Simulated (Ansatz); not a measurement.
Geometry optimisation, Ansatz 0.2.0, RKS PBE-D4/6-31G*.

Input:

```yaml
crystal:
  periodic: [false, false, false]
  atoms:
    - { symbol: C, position_ang: [-0.9241, 2.2449, -0.0901] }
    - { symbol: C, position_ang: [-0.2835, 1.3044, -0.0179] }
    - { symbol: Al, position_ang: [0.8019, -0.2738, 0.1056] }
    - { symbol: "N", position_ang: [0.1031, -1.9846, 0.324] }
    - { symbol: F, position_ang: [2.6294, -0.1312, 0.0247] }
    - { symbol: H, position_ang: [-1.5811, 3.1684, -0.1777] }
    - { symbol: H, position_ang: [0.87203, -2.67322, 0.31974] }
    - { symbol: H, position_ang: [-0.25886, -1.9886, 1.34219] }
basis:
  gaussian: { orbitals: "6-31G*" }
hamiltonian:
  xc: pbe
  dispersion: d4
relax:
  f_tol: 0.015
  max_steps: 40
```

Launched with:

```bash
$ ansatz run input.yaml --threads 1 --pin off --max-ram 2048MiB --backend cpu --events-out ev --progress --plain --runs-dir out
```

Q: Where does it end, and by what steps?

A: It converged. After 8 steps the energy has fallen by 1.154 eV; H8 moved furthest, 0.63 Å. The start is strongly strained (largest force component 11 eV/Å).

| step | energy less start (eV) | largest force component (eV/Å) | accepted |
| --- | --- | --- | --- |
| 0 | 0.0000 | 10.712 | yes |
| 1 | -0.8135 | 2.066 | yes |
| 2 | -0.9746 | 1.586 | yes |
| 3 | -1.0804 | 1.206 | yes |
| 4 | -1.1065 | 0.865 | yes |
| 5 | -1.1477 | 0.122 | yes |
| 6 | -1.1518 | 0.056 | yes |
| 7 | -1.1535 | 0.044 | yes |
| 8 | -1.1536 | 0.010 | yes |

```xyz
8
Properties=species:S:1:pos:R:3
C -0.943 2.233 -0.037
C -0.198 1.257 0.019
Al 0.950 -0.254 0.108
N 0.332 -1.846 0.593
F 2.566 -0.097 -0.273
H -1.592 3.090 -0.087
H 0.885 -2.698 0.665
H -0.641 -2.020 0.843
```

The run took 51 s on 1 thread of Intel(R) Xeon(R) Processor @ 2.50GHz (Skylake/Cascade Lake) (shared host), peak memory 0.16 GiB.
